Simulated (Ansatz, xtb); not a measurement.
# Ranking isomers of C3H13BNP

3 gas-phase structures of C3H13BNP, from a drawn sample of its isomers (lower ones may exist). Each was relaxed with GFN2-xTB; where two conformers were screened, the lower at r2SCAN-D4/def2-SVP is listed:

A. `C[N+](C)(C)[BH2-]P`, a singlet
B. `CCC[NH2+][BH2-]P`, a singlet
C. `CCC[B@H-]([NH3+])P`, a singlet

Problem. Make a reasoned guess at their ranking by r2SCAN-D4/def2-SVP single-point energy.

Solution. Calculated order at r2SCAN-D4/def2-SVP: C (0.000), B (0.310), A (0.780) eV.

Energies above the lowest of each column, in eV; the last columns are at B3LYP-D3(BJ)/def2-SVP geometries:

| structure | GFN2-xTB | HF/STO-3G | r2SCAN-D4/def2-SVP | B3LYP-D3(BJ)/def2-SVP | CCSD(T)/def2-SVP + ΔMP2/def2-TZVPP |
| --- | --- | --- | --- | --- | --- |
| C | 0.616 | 0.004 | 0.000 | 0.000 | 0.000 |
| B | 0.162 | 0.000 | 0.310 | 0.264 | 0.319 |
| A | 0.000 | 0.359 | 0.780 | 0.734 | 0.678 |

CCSD(T)/def2-SVP + ΔMP2/def2-TZVPP puts C lowest; GFN2-xTB picks A. Some further structures that were screened fall inside this span and aren't listed. Flexible structures stand in one conformer each, not always the lowest. ΔMP2 is the change of the MP2 energy from the smaller to the larger basis.

Programs: Ansatz 0.2.0, xtb 6.7.1.
